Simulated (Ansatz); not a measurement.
A series at Ge: from GeH₄, ligands are replaced one by one, each step taking up H₂S and setting free H₂; n counts the steps. Ansatz, PBE0-D4/def2-TZVP geometries. Each molecule was computed in one conformer, which needn't be the lowest.

```tsv
n	molecule	HOMO energy, ωB97M-V/def2-TZVPP (eV)
0	GeH₄	-11.91
1	`[SH][GeH3]`	?
2	`[SH][GeH2][SH]`	-9.50
3	`[SH][GeH]([SH])[SH]`	-9.66
4	`[SH][Ge]([SH])([SH])[SH]`	-9.78
```

Question: By hand: fit a straight line y = ȳ + b (n − n̄) to the 4 given rows and predict n = 1.

Answer: n̄ = 2.250, ȳ = -10.213; Σ(n − n̄)(y − ȳ) = 4.813, Σ(n − n̄)² = 8.750, so b = 0.550 eV a step. Prediction: -10.213 + (0.550) × (-1.250) = -10.90 eV.

Question: By hand: compare with the computed value, -9.51 eV, and give the steps along the whole series.

Answer: The line misses by 1.39 eV (computed minus predicted). Steps: 2.40, 0.01, -0.16, -0.12 eV.

The steps change sign along the series, so a line is a poor guide. The highest orbital can change its character along such a series. The miss is 57.7 % of the series' range.
